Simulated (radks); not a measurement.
Results of a calculation; reference values are marked as such.
Problem. These are the eigenvalues of the occupied orbitals of an atom or ion with whole-number occupations (eV). Level of theory: Dirac Kohn-Sham, PBE, spin-unpolarised, spherical densities, finite nucleus; Fermi nuclear charge, rms radius of each element as measured or else 0.836 A^(1/3) + 0.57 fm (a radial shooting solver on a logarithmic mesh with Libxc functionals).

| orbital | eigenvalue |
|---|---|
| 1s1/2 | -69410.49 |
| 2s1/2 | -12004.49 |
| 2p1/2 | -11483.72 |
| 2p3/2 | -10131.04 |
| 3s1/2 | -2794.085 |
| 3p1/2 | -2561.586 |
| 3p3/2 | -2269.078 |
| 3d3/2 | -1876.749 |
| 3d5/2 | -1813.132 |
| 4s1/2 | -606.8382 |
| 4p1/2 | -510.3077 |
| 4p3/2 | -442.5351 |
| 4d3/2 | -283.7981 |
| 4d5/2 | -271.3096 |
| 5s1/2 | -116.7974 |
| 5p1/2 | -87.8741 |
| 5p3/2 | -77.6853 |
| 4f5/2 | -72.7095 |
| 4f7/2 | -70.4649 |
| 5d3/2 | -39.2559 |
| 6f5/2 | -8.3681 |

Which element is it, and in what charge state? The configuration may be excited. Open shells, if any, fill j = l - 1/2 first.

Solution. Z = 74, tungsten, charge +3: W3+ in [Xe] 4f14 5d2 6f1. The list shows which subshells hold electrons but not how many an open one holds; the 1s level, -2550.8 hartree, gives Z - s = 71.4 by -(Z - s)^2/2, which with screening and relativity narrows Z to a few neighbours, and the depths of the outer levels then fix element, charge and occupations together.
